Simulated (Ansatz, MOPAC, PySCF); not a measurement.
Pair of molecules: CHN (SMILES C#N) (first 3 atoms) with HBr (SMILES Br); geometry from B3LYP-D3(BJ)/def2-TZVP, rigid monomers moved along the line of their centres of mass till N2···H5 is 2.41 Å.
(charge 0, multiplicity 1):
```csv
atom,x (Å),y (Å),z (Å)
C,-0.4398,-0.0843,-0.4579
N,-0.2634,-0.2141,0.6651
H,-0.6044,0.0368,-1.5054
Br,0.3307,-0.6508,4.4389
H,0.1087,-0.4872,3.0302
```

Monomers are frozen at their geometry in the pair; levels with a basis set take the counterpoise correction. Rows marked so take none.

Rows in STO-3G carry no dispersion term and start afresh at each structure; the Pople sets are all-electron and without relativity. The state reached by AM1 isn't checked.

Codes used: Ansatz (Gaussian basis) for Hartree–Fock, density functionals and correlated methods; MOPAC for AM1 (differences of heats of formation); PySCF for STO-3G rows. Each number belongs to the level named beside it.

Task: What is the computed interaction energy (HF/STO-3G (no counterpoise))?

Result: -11 kJ/mol

Task: What is the computed interaction energy (AM1)?

Result: -5 kJ/mol

Task: What interaction energy does PBE/def2-TZVPPD give?

Result: -14 kJ/mol

Ansatz is a program for electronic structure.
